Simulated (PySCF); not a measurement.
Breaking a bond: CH (cation, charge +1), singlet.

Level of theory: PySCF with CCSD(T) on UHF/6-31G, 1 core orbital frozen.

### Question
Relative to R = 1.14 Å, what are the energies at R = 0.85, 0.96, 1.02, 1.54 Å?

### Answer
80.1 mEh at 0.85 Å, 24.1 mEh at 0.96 Å, 9.5 mEh at 1.02 Å, 35.0 mEh at 1.54 Å.

The unrestricted determinant behind UCCSD(T) is spin-contaminated at 0.85 to 4.54 Å (<S²> up to 1.0, against 0.00 for a pure singlet).
